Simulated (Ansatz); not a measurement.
`CC(O)(F)Br` → Br• + 2 C• + F• + 4 H• + O•  (atomization)

Calculated with Ansatz (gas phase, PBE0-D4/def2-TZVP geometries, no zero-point term in ΔE). CBS: MP2 limit from def2 TZ/QZ plus the TZ coupled-cluster correction, frozen cores. This one scheme is used for every species, atoms too. For atomizations the MP2-based limit and the directly extrapolated one differ by several kJ/mol either way, and by 10 to 25 for some Ge, Se and Sn compounds, so smaller differences from it don't rank the levels. Open shells (•) are unrestricted, without spin–orbit coupling. Spin–orbit coupling would lower the free atoms: a little for C, F, O; clearly for Br. For Br outer-core shells are correlated without core-valence functions, so the limit isn't a true one: a few kJ/mol of doubt a bond, and 10 to 20 or more in all where bonds break to atoms. Scalar relativity is left out up to krypton. Each species was taken in one conformer, which may not be the lowest.

| species | CCSD/CBS(def2) energy (Eh) |
| --- | --- |
| `CC(O)(F)Br` | -2826.76181 |
| Br• | -2573.26009 |
| C• | -37.78991 |
| F• | -99.66528 |
| H• | -0.50000 |
| O• | -75.00346 |

Question: Work out ΔE.

Answer: ΔE = 4 × (-0.50000) + 2 × (-37.78991) + (-2573.26009) + (-99.66528) + (-75.00346) − (-2826.76181) = 1.25316 Eh = +34.10 eV. CCSD(T)/CBS gives +34.76 eV.

Largest T1 diagnostic among the species: 0.010.

From PBE to PBE0 (25 % exact exchange), in def2-TZVPP and without D4, ΔE moves by −0.96 eV: exact exchange takes away binding that semilocal exchange gives to molecules. In def2-TZVPP, CCSD(T) changes the Hartree–Fock value by +9.64 eV (the triples alone add +0.66 eV) and MP2 by +10.62 eV; breaking electron pairs costs correlation energy, which Hartree–Fock lacks.
